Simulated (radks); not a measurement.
Dynamic dipole polarisability and lines of the silver ion Ag19+, [Ar] 3d10. All-electron calculation, non-relativistic Kohn-Sham, PBE, spin-unpolarised, spherical densities, point nucleus. Program: a radial shooting solver on a logarithmic mesh with Libxc functionals. Time-dependent linear response with the Hartree and adiabatic LDA kernel, continuum included through the Sternheimer equations. Lines are the poles of the dipole polarisability below minus the highest occupied eigenvalue, found on a grid refined at the orbital gaps; the lowest seven at most are given, and weak or close lines can be missed. The first line takes the name of the lowest orbital gap if no other gap lies below it; otherwise a line is named after a gap within 0.6 % of it, if that gap stands alone.

photon energy (eV)  alpha (bohr^3)
0                          0.02762
14.103                     0.02764
98.724                      0.1619
183.35                     0.03061
267.97                     0.03530
352.59                     0.04903
437.21                     0.04848
521.83                      0.3201
606.45                     0.01959
691.07                    -0.03327
775.69                     0.01537

Lines (eV, oscillator strength): 393.62 (3.150 nm, 3d-4p), f = 0.429; 532.52 (2.328 nm, unassigned), f = 4.39; 591.09 (2.098 nm, 3d-5p), f = 0.0576; 636.00 (1.949 nm, 3p-4d), f = 1.09; 653.89 (1.896 nm, unassigned), f = 1.66. Higher lines, where found, are left out when the end of the mesh affects them. Those listed give 67 % of the static polarisability (sum of f/w^2). Orbital energy gaps for comparison: 3d-4p 391.00 eV; 3d-4f 521.23 eV; 3p-4s 534.18 eV; 3d-5p 590.22 eV; 3p-4d 634.23 eV.
